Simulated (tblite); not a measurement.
Record of a relaxation.

Species: C7H15P.
SMILES with atom numbers: `[CH3:1][CH2:2][C@@H:3]1[C@@H:4]([CH3:5])[CH2:6][P:7]1[CH3:8]` (hydrogens: H9, H10, H11 on C1; H12, H13 on C2; H14 on C3; H15 on C4; H16, H17, H18 on C5; H19, H20 on C6; H21, H22, H23 on C8)

Computed with GFN2-xTB (tblite), gas phase: L-BFGS steps from a force-field or distance-geometry start until the largest atomic force falls under 0.01 eV/Å. 4 of its 118 geometries are shown.

Step 0: E = -682.9550 eV, largest atomic force 1.962 eV/Å
```
atom  x, y, z in Å  |  force x, y, z in eV/Å
C1      2.610    0.272    0.699    1.466  -0.197   0.454
C2      1.597   -0.477   -0.117   -0.262  -0.571   0.481
C3      0.166   -0.122    0.206    1.609  -0.493  -1.007
C4     -0.714   -0.981   -0.723    0.023  -0.519   1.892
C5     -0.923   -2.395   -0.206   -0.080  -0.007  -0.624
C6     -1.828   -0.017   -0.433   -1.186   1.017  -1.149
P7     -0.525    1.308   -0.755   -0.582   0.260  -0.296
C8     -0.994    2.824    0.155   -0.611   1.472   0.503
H9      3.112   -0.466    1.372   -0.357   0.920  -0.104
H10     2.181    1.113    1.282    0.391  -0.570  -0.497
H11     3.395    0.608    0.000   -0.236   0.328   0.624
H12     1.721   -0.267   -1.190    0.145  -0.304   0.316
H13     1.692   -1.568    0.101    0.128   0.625  -0.526
H14    -0.162   -0.224    1.234    0.361   0.088   0.216
H15    -0.278   -0.942   -1.731   -0.579  -0.112   0.140
H16    -1.802   -2.811   -0.736    0.495  -0.082   0.564
H17    -1.066   -2.358    0.885   -0.112  -0.267  -0.570
H18    -0.025   -2.978   -0.448   -0.425  -0.120   0.197
H19    -2.643   -0.026   -1.147   -0.604  -0.035   0.178
H20    -2.132   -0.084    0.638   -0.117   0.151  -0.960
H21    -1.576    2.669    1.075    0.347  -0.137  -0.087
H22    -0.142    3.512    0.359   -0.330  -0.726  -0.035
H23    -1.668    3.436   -0.510    0.518  -0.720   0.289
```

Step 39: E = -684.2099 eV, largest atomic force 0.199 eV/Å
```
atom  x, y, z in Å  |  force x, y, z in eV/Å
C1      2.613    0.459    0.639    0.063   0.030   0.033
C2      1.778   -0.372   -0.332   -0.092  -0.037  -0.067
C3      0.293   -0.123   -0.111   -0.030   0.055  -0.027
C4     -0.765   -1.040   -0.755    0.053  -0.150   0.119
C5     -1.172   -2.235    0.091   -0.016  -0.031   0.046
C6     -1.841    0.049   -0.912    0.053  -0.119   0.007
P7     -0.510    1.366   -0.952    0.097   0.069   0.023
C8     -0.906    2.425    0.511   -0.049   0.105   0.059
H9      2.747   -0.056    1.587   -0.060  -0.023   0.028
H10     2.124    1.409    0.840   -0.024   0.078  -0.064
H11     3.595    0.671    0.229    0.082  -0.051  -0.016
H12     2.042   -0.108   -1.355   -0.023   0.028  -0.125
H13     2.006   -1.432   -0.201   -0.032  -0.048   0.018
H14     0.103   -0.082    0.967   -0.029   0.031   0.035
H15    -0.436   -1.369   -1.745    0.052  -0.029   0.052
H16    -2.046   -2.721   -0.341    0.099  -0.058   0.013
H17    -1.431   -1.907    1.099   -0.021  -0.013  -0.050
H18    -0.358   -2.958    0.177   -0.114   0.073  -0.097
H19    -2.481   -0.053   -1.790    0.048   0.088   0.073
H20    -2.455    0.132   -0.014   -0.044   0.010  -0.038
H21    -1.186    1.850    1.396    0.025  -0.013  -0.090
H22    -0.006    3.005    0.719   -0.081   0.038   0.087
H23    -1.710    3.117    0.261    0.042  -0.032  -0.022
```

Step 78: E = -684.3181 eV, largest atomic force 0.041 eV/Å
```
atom  x, y, z in Å  |  force x, y, z in eV/Å
C1      2.721    0.481    0.468    0.005   0.019   0.019
C2      1.787   -0.401   -0.349    0.011  -0.009   0.017
C3      0.329   -0.107   -0.039    0.011   0.020   0.008
C4     -0.723   -1.014   -0.709    0.005   0.027   0.000
C5     -1.223   -2.176    0.132   -0.002   0.013  -0.007
C6     -1.756    0.094   -0.978    0.002   0.017  -0.007
P7     -0.446    1.431   -0.824    0.030  -0.014   0.000
C8     -1.052    2.345    0.669    0.011   0.008  -0.011
H9      2.544    0.344    1.534   -0.006  -0.001  -0.022
H10     2.557    1.529    0.225   -0.028  -0.003  -0.007
H11     3.760    0.235    0.262    0.015   0.018  -0.023
H12     1.976   -0.241   -1.413   -0.021  -0.012   0.000
H13     1.994   -1.452   -0.130   -0.006  -0.032   0.021
H14     0.178   -0.086    1.045    0.008  -0.027  -0.002
H15    -0.329   -1.398   -1.654    0.006   0.026   0.004
H16    -2.006   -2.713   -0.400   -0.003  -0.014   0.027
H17    -1.631   -1.815    1.075    0.004  -0.024  -0.007
H18    -0.413   -2.871    0.350   -0.013   0.024  -0.008
H19    -2.269    0.040   -1.936   -0.007  -0.029  -0.021
H20    -2.496    0.163   -0.180   -0.017   0.004  -0.009
H21    -1.389    1.672    1.455   -0.001  -0.004  -0.006
H22    -0.247    2.975    1.044    0.025  -0.008   0.031
H23    -1.872    2.993    0.364   -0.029   0.002   0.002
```

Step 117: E = -684.3363 eV, largest atomic force 0.008 eV/Å
```
atom  x, y, z in Å  |  force x, y, z in eV/Å
C1      2.723    0.583    0.338    0.003  -0.002  -0.003
C2      1.803   -0.454   -0.292    0.003  -0.004  -0.005
C3      0.348   -0.148    0.019    0.002  -0.008  -0.001
C4     -0.710   -1.014   -0.695   -0.002  -0.005   0.002
C5     -1.311   -2.130    0.143   -0.003  -0.001   0.004
C6     -1.674    0.129   -1.057   -0.003  -0.005   0.001
P7     -0.361    1.434   -0.737   -0.004  -0.002  -0.005
C8     -1.056    2.247    0.777   -0.003   0.001   0.002
H9      2.637    0.564    1.423    0.000   0.002   0.002
H10     2.445    1.576   -0.013    0.004   0.006   0.003
H11     3.760    0.396    0.069    0.000   0.006   0.006
H12     1.949   -0.454   -1.375   -0.004   0.001  -0.004
H13     2.055   -1.452    0.078   -0.005  -0.002   0.003
H14     0.194   -0.155    1.103    0.003  -0.001  -0.001
H15    -0.279   -1.442   -1.605    0.004   0.003   0.000
H16    -2.079   -2.658   -0.419    0.000   0.004  -0.001
H17    -1.762   -1.729    1.049    0.001   0.004   0.004
H18    -0.542   -2.846    0.430    0.001   0.003  -0.006
H19    -2.065    0.097   -2.073    0.000   0.003  -0.002
H20    -2.510    0.209   -0.361   -0.001   0.001   0.001
H21    -1.482    1.520    1.465   -0.003  -0.005   0.005
H22    -0.260    2.800    1.274    0.004  -0.003   0.001
H23    -1.826    2.954    0.471    0.002   0.004  -0.007
```

**Question.** Summarise the path.

**Answer.** The energy falls by 133.28 kJ/mol from step 0 to step 117; nine tenths of that is first reached at step 38. It falls at every step. The largest force goes from 1.962 to 0.008 eV/Å. Among the bonds C8–H23 changes most (a near tie, within 0.001 Å, with another), from 1.127 to 1.089 Å; the atoms move by 0.798 Å rms after alignment.

The cost below is that of the whole relaxation. Hardware: one thread of an Arm Neoverse N1, shared host. Cost: 1.5 s of wall time.
